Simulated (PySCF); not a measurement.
C2H6OZn, SMILES C[O][Zn][CH3].

Coordinates come from a B3LYP-D3(BJ)/def2-SVP optimisation. The structure was generated by enumeration; whether it is a known compound was not checked. One conformer was computed; it need not be the lowest.

The numbers are results of PySCF with PBE0/def2-TZVP, not measurements.

```json
{
  "total_energy": "-1934.07232 hartree",
  "highest_occupied_level": "-7.10 eV",
  "lowest_empty_level": "-0.32 eV",
  "orbital_gap": "6.78 eV",
  "dipole_moment": "1.62 D",
  "quadrupole, principal values (traceless, Buckingham form, about the centre of nuclear charge)": "-5.13, 1.98, 3.15 D·Å",
  "mean_static_polarisability": "53.4 bohr³ (7.91 Å³)",
  "polarisability_principal_values": "43.7, 44.1, 72.3 bohr³"
}
```
